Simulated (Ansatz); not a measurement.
Total energies of `[F][In][O][SiH3]` radical.

Cartesian coordinates in Å:
```
F -1.033 -2.050 -2.014
In -1.932 -0.457 -1.302
O -0.886 0.613 0.006
Si 0.608 0.493 0.665
H 0.792 1.625 1.613
H 0.778 -0.787 1.409
H 1.672 0.563 -0.376
```

The species carries charge 0 and has multiplicity 2. Correlated methods include outer-core shells of In, which these sets cover unevenly. In: def2 effective core potential. The geometry is a stationary point of PBE0-D4/def2-TZVP. It is one conformer, not always the lowest. Basis def2-TZVPP, the Gaussian-basis code of Ansatz.

RPA on PBE orbitals: Hartree–Fock energy of these orbitals -654.28133 Eh, correlation -1.35737 Eh (frozen core).

```json
{"functional": "LDA (SPW92)", "energy without D4 (Eh)": "-653.97466", "D4 term (kJ/mol)": "–"}
{"functional": "PBE", "energy without D4 (Eh)": "-656.32221", "D4 term (kJ/mol)": "-14.3"}
{"functional": "revPBE", "energy without D4 (Eh)": "-656.57772", "D4 term (kJ/mol)": "-37.2"}
{"functional": "BLYP", "energy without D4 (Eh)": "-656.58911", "D4 term (kJ/mol)": "-30.5"}
{"functional": "r2SCAN", "energy without D4 (Eh)": "-656.61819", "D4 term (kJ/mol)": "-3.3"}
{"functional": "B97M-V", "energy without D4 (Eh)": "-656.51587", "D4 term (kJ/mol)": "–"}
{"functional": "B3LYP", "energy without D4 (Eh)": "-656.74187", "D4 term (kJ/mol)": "-23.4"}
{"functional": "r2SCANh", "energy without D4 (Eh)": "-656.59075", "D4 term (kJ/mol)": "-3.6"}
{"functional": "r2SCAN0", "energy without D4 (Eh)": "-656.55136", "D4 term (kJ/mol)": "-4.0"}
{"functional": "HSE06 (plane-wave form)", "energy without D4 (Eh)": "-656.32985", "D4 term (kJ/mol)": "-11.6"}
{"functional": "LC-ωPBE", "energy without D4 (Eh)": "-656.48715", "D4 term (kJ/mol)": "–"}
{"functional": "ωB97X-V", "energy without D4 (Eh)": "-656.51941", "D4 term (kJ/mol)": "–"}
{"functional": "B2PLYP", "energy without D4 (Eh)": "-656.21724", "D4 term (kJ/mol)": "–"}
{"functional": "PBE-QIDH", "energy without D4 (Eh)": "-656.03538", "D4 term (kJ/mol)": "–"}
```

Give the same for PBE0, BHLYP, CAM-B3LYP, ωB97M-V. (Estimate.)

The calculation gave: 
```json
{"functional": "PBE0", "energy without D4 (Eh)": "-656.34517", "D4 term (kJ/mol)": "-12.2"}
{"functional": "BHLYP", "energy without D4 (Eh)": "-656.49868", "D4 term (kJ/mol)": "-20.9"}
{"functional": "CAM-B3LYP", "energy without D4 (Eh)": "-656.59050", "D4 term (kJ/mol)": "-12.7"}
{"functional": "ωB97M-V", "energy without D4 (Eh)": "-656.52396", "D4 term (kJ/mol)": "–"}
```

B3LYP takes the VWN-RPA correlation (the form of Gaussian; ORCA's B3LYP/G). HSE06 is the plane-wave form, built on full-range PBE exchange. The double hybrids freeze the cores in their second-order part.

LC-ωPBE has ω = 0.4 bohr⁻¹.
